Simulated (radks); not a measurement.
Cl IV, 14 electrons, occupied as [Ne] 3s2 3p1 5s1 (not the ground configuration).

All-electron calculation, non-relativistic Kohn-Sham, BLYP, spin-polarised, spherical densities, point nucleus; open shells are filled with parallel spins first. Program: a radial shooting solver on a logarithmic mesh with Libxc functionals.

Energy parts (hartree):
part                       energy
total                  -455.97150
kinetic                 455.51866
electron-nucleus      -1057.39959
Hartree                 172.48302
exchange-correlation    -26.57359

Orbitals (lengths in bohr, moments of r in powers of bohr; r(max) is where P^2 peaks; r(90%) holds 90 % of the orbital's charge):
orbital  occ.  eigenvalue (hartree)   r(max)  r(90%)
1s up       1             -102.9879  0.05991   0.163
1s down     1             -102.9775  0.05991   0.163
2s up       1             -11.33929   0.3630   0.696
2s down     1             -11.32911   0.3631   0.695
2p up       3              -9.17706   0.3011   0.673
2p down     3              -9.16339   0.3012   0.672
3s up       1              -2.51955    1.206    2.00
3s down     1              -2.44975    1.204    2.01
3p up       1              -2.00623    1.268    2.18
3p down     0              -1.93885    1.268    2.20
5s up       1              -0.49180    5.635    7.70

The highest occupied level is 5s up at -13.383 eV. The configuration is held as typed, so some empty levels lie below it. The density falls to 0.001 e/bohr^3 at r = 3.00 bohr. The electron density at the nucleus is 3237 e/bohr^3.
